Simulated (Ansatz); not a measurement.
One change: `C[NH][InH][Cl]` becomes `C[NH][In]([CH3])[Cl]`.

Ansatz, PBE0-D4/def2-TZVP geometries, multiplicity 1. Each molecule was computed in one conformer, which needn't be the lowest.

Elements past krypton have def2 core potentials.

```csv
property,`C[NH][InH][Cl]`
HOMO energy (ωB97M-V/def2-TZVPP) / eV,-9.04
size of the dipole moment (B3LYP/def2-TZVPP) / D,3.15
HOMO–LUMO gap (ωB97M-V/def2-TZVPP) / eV,9.34
HOMO energy (PBE/def2-TZVPP) / eV,-5.48
HOMO energy (PBE0/def2-TZVPP) / eV,-6.73
HOMO–LUMO gap (PBE0/def2-TZVPP) / eV,5.61
```

**Question.** What does the change do to each property? (An estimate is asked.)

**Answer.** Computed: 
| property | `C[NH][In]([CH3])[Cl]` | shift |
| --- | --- | --- |
| HOMO energy (ωB97M-V/def2-TZVPP) / eV | -8.89 | 0.15 |
| size of the dipole moment (B3LYP/def2-TZVPP) / D | 3.43 | 0.28 |
| HOMO–LUMO gap (ωB97M-V/def2-TZVPP) / eV | 9.56 | 0.22 |
| HOMO energy (PBE/def2-TZVPP) / eV | -5.29 | 0.19 |
| HOMO energy (PBE0/def2-TZVPP) / eV | -6.56 | 0.17 |
| HOMO–LUMO gap (PBE0/def2-TZVPP) / eV | 5.81 | 0.20 |

With PBE0 the HOMO rises by 0.17 eV and the LUMO rises by 0.37 eV, so the gap widens by about 0.20 eV. PBE moves the HOMO by 0.19 eV and ωB97M-V by 0.15 eV. Dipoles are sizes alone; their direction can turn.

Positive LUMOs are unbound, so they and the gaps depend on the basis.

B3LYP here is the variant with VWN-RPA as its local correlation; programs differ in this.
